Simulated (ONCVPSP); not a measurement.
Before and after: ONCV potential for phosphorus

phosphorus (P), optimised norm-conserving Vanderbilt (ONCV), made with ONCVPSP 4.0.1 (PW91, scalar-relativistic). Core [He], reference 2s2 2p6 3s2 3p3. Waves: 2s+3s: rc 0.85 bohr, ncon 4, nbas 7, qcut 18.2 1/bohr, 3 projectors, debl 1.2 Ha; 2p+3p: rc 0.80 bohr, ncon 4, nbas 9, qcut 17.2 1/bohr, 2 projectors; d scattering state at 0.16 Ha: rc 0.95 bohr, ncon 5, nbas 9, qcut 10.4 1/bohr, 2 projectors, debl 0.6 Ha. Local part: polynomial inside 0.80 bohr (lpopt 5, dvloc0 1 Ha). Core correction: polynomial model core, fcfact 0.6.

Change: p: qcut 21.2.

Cutoffs: the cutoffs (Ha) at which the residual kinetic energy of the hardest occupied pseudo-wave falls to 1 and 0.1 mHa per electron; they do not see the model core or the augmentation charge, which bear on the density cutoff. Errors are all-electron minus pseudo energies relative to the spin-unpolarised reference configuration.

Problem. How do hardness, ghosts and transferability respond?

Solution. The potential gets harder (120 Ha and 134 Ha → 150 Ha and 172 Ha); of the 4 tests that both files solve, the error grows in 0 and shrinks in 1 by more than 15 % and 0.3 meV (median size 1.6 → 1.4 meV); neither file shows a bound ghost. The waves are optimised to have the least kinetic energy above qcut, so the cutoff follows it (qcut²/2 in Ha).

```csv
quantity,base,changed
"cutoff, loose",120 Ha,150 Ha
"cutoff, tight",134 Ha,172 Ha
loose cutoff by channel,"s 88 Ha, p 120 Ha","s 88 Ha, p 150 Ha"
bound ghosts,none,none
GHOST(+) flags under 300 eV,none,none
"error for 2s2 2p6 3s2 3p2, meV [ΔE 9.78 eV]",+0.6,+0.5
"error for 2s2 2p6 3s2 3p1, meV [ΔE 28.98 eV]",+2.7,+2.3
"error for 2s2 2p6 3s2 3p0, meV [ΔE 58.80 eV]",+9.0,+7.4
"error for 2s2 2p6 3s1 3p3, meV [ΔE 18.90 eV]",-0.2,0.0
s: phases at 0.86 bohr within 0.05 rad from the reference energy up to (Ha; the scan ends near 5),to the end of the scan,to the end of the scan
p: phases at 0.81 bohr within 0.05 rad from the reference energy up to (Ha; the scan ends near 5),to the end of the scan,to the end of the scan
d: phases at 0.96 bohr within 0.05 rad from the reference energy up to (Ha; the scan ends near 5),to the end of the scan,to the end of the scan
"rms error of d²Exc/dni dnj with the model core, mHa",2.31,2.29
```
